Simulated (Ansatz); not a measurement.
Program: Ansatz. Geometries: PBE0-D4/def2-TZVP. ΔE: electronic, gas phase. CCSD(T)/CBS is the MP2 limit (def2-TZVPP, def2-QZVPP) plus CCSD(T) − MP2 in def2-TZVPP, frozen cores. This one scheme is used for every species. DFT in def2-TZVPP. B3LYP here is the variant with VWN-RPA as its local correlation; programs differ in this. HSE06 is defined as in plane-wave codes. Elements past krypton have def2 core potentials. For I outer-core shells are correlated without core-valence functions, which leaves a few kJ/mol of doubt a bond. One conformer a species, not always the lowest.

`FCC1=CC1` + HI → `IC1=CC1` + fluoromethane  (substitution at a C–C bond)

```json
{"level": "B3LYP-D4", "ΔE (kJ/mol)": "21.5"}
{"level": "HSE06-D4", "ΔE (kJ/mol)": "25.5"}
{"level": "PBE", "ΔE (kJ/mol)": "21.9"}
{"level": "MP2/def2-TZVPP", "ΔE (kJ/mol)": "13.1"}
```

Problem. What does CCSD(T)/CBS give? (An estimate is asked.)

Solution. The calculation gave: +18.2 kJ/mol. The listed levels differ from it by 3.3, 7.3, 3.7, -5.1 kJ/mol.

Largest T1 diagnostic among the species: 0.010.

Leaving LDA and LC-ωPBE aside and taking each functional with its dispersion term where it has one, the values, not all of them listed here, spread over 13.6 kJ/mol, from BLYP-D4 to CAM-B3LYP-D4. LDA lies +13.7 kJ/mol from PBE without D4. In def2-TZVPP, CCSD(T) changes the Hartree–Fock value by −13.5 kJ/mol (the triples alone add −3.8 kJ/mol) and MP2 by −21.3 kJ/mol. From PBE to PBE0 (25 % exact exchange), in def2-TZVPP and without D4, ΔE moves by +5.1 kJ/mol.
